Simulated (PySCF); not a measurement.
Bond curve of TiCl

Set-up: PySCF, spin-free X2C with a Gaussian nucleus, basis sets Ti x2c-TZVPPall, Cl x2c-TZVPPall. Energies in eV from Ti (3d2 4s2) + Cl in their ground configurations at the same level. State: quartet, unpaired electrons σ ↑, π ↑, δ ↑.

```
R (Å)  UHF-CCSD(T)
2.035       -3.571
2.125       -3.896
2.193       -4.020
2.261       -4.066
2.329       -4.053
2.532       -3.785
2.668       -3.500
```

Q: Put a parabola through the three lowest points of the UHF-CCSD(T) curve and estimate Re, k and ωe (reduced mass 20.22 u; 1 eV/Å² = 0.16022 mdyn/Å; ωe = 1302.8·√(k/μ) cm⁻¹).

A: Through R = 2.193, 2.261, 2.329 Å the second-order coefficient is 6.38 eV/Å², so Re ≈ 2.280 Å, k ≈ 2.04 mdyn/Å and ωe ≈ 414 cm⁻¹. A polynomial fit of higher order to the unrounded UHF-CCSD(T) energies gives Re = 2.277 Å, k = 1.93 mdyn/Å, ωe = 402 cm⁻¹; anharmonicity and rounding make the difference.

The higher-order fit for each curve: UHF-CCSD(T): Re = 2.277 Å, ωe = 402 cm⁻¹, De = 4.07 eV.

Correlated steps freeze 10 core orbitals. The state is the lowest single determinant that the PBE0 search found; with open d or f shells the true ground state can be another one.
